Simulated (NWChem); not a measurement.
CH₆ClNOSi; SMILES [Si@@H](O)(Cl)CN

```xyz
11

N      0.4201    -2.6054    -0.0350
C      0.9190    -1.2517    -0.2632
Si    -0.2561     0.0658     0.3818
O     -1.7695    -0.1184    -0.2785
Cl     0.4887     1.9575    -0.0612
H      0.3579    -2.8062     0.9615
H     -0.5243    -2.7052    -0.4042
H      1.0987    -1.0982    -1.3426
H      1.9120    -1.1378     0.2044
H     -0.4615    -0.0505     1.8480
H     -1.8788     0.1172    -1.2050
```
Atoms are numbered in this order, from 1.

All runs: NWChem. Pople sets run with spherical d functions. Geometry: optimised at PBE0/def2-SVP. GIAO values for the isolated, static molecule; σ is the absolute isotropic shielding, δ = σ(reference) − σ with the isolated reference molecule computed at the same levels (1H: tetramethylsilane, 15N: ammonia, 29Si: tetramethylsilane).

Problem. Estimate the computed values for B3LYP/6-31G*. Quantities: δ N1 (ppm); δ Si3 (ppm); σ Cl5 (ppm); δ H7 (ppm); δ H8 (ppm); δ H10 (ppm); δ H11 (ppm).

Solution. 
* **δ N1 (ppm)**: 6.3
* **δ Si3 (ppm)**: 13.6
* **σ Cl5 (ppm)**: 909.1
* **δ H7 (ppm)**: -0.11
* **δ H8 (ppm)**: 2.05
* **δ H10 (ppm)**: 4.96
* **δ H11 (ppm)**: 0.78
